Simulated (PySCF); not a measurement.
# Spin states of CdTe⁻

Unrestricted PBE0; basis Cd def2-TZVPPD with ECP28, Te def2-TZVPPD with ECP28; scalar-relativistic core potentials; PySCF 2.14. Outer shells of the fragments: Cd 4d10 5s2; Te− 4d10 5s2 5p5.

Followed along the bond (rough minima from three points):

```tsv
2Ms+1	unpaired	⟨S²⟩ at the start	R at minimum (Å)	Te (eV)
2	σ ↑	0.76	2.68	0.00
2	π ↑	0.75	3.24	0.54
```

Solutions found at the starting distance of 2.820 Å, counted from the lowest of them; the search is not exhaustive and high or unbound solutions are not listed, so other states can lie among these:

| 2Ms+1 | unpaired | term | E (eV) | ⟨S²⟩ | ⟨Lz²⟩ | μ (D) |
| --- | --- | --- | --- | --- | --- | --- |
| 2 | σ ↑ | ²Σ⁺ | 0.00 | 0.76 | 0.00 | -3.27 |
| 2 | π ↑ | ²Π | 0.64 | 0.75 | 1.01 | 0.74 |

A term symbol is given only where ⟨S²⟩ and ⟨Lz²⟩ are close to those of a pure state; real π, δ and φ orbitals otherwise mix terms. A positive dipole points towards Te; it is taken about the centre of mass and depends on that origin.

Q: Compare the gap between the two lowest followed solutions at the starting distance with the gap between their minima.

A: At PBE0 the second solution (doublet, unpaired electrons π ↑) lies +0.64 eV from the first (doublet, unpaired electrons σ ↑) at 2.820 Å and +0.54 eV at the minima; the two curves relax by different amounts, since their minima lie near 3.24 and 2.68 Å.

Spin–orbit coupling is left out.
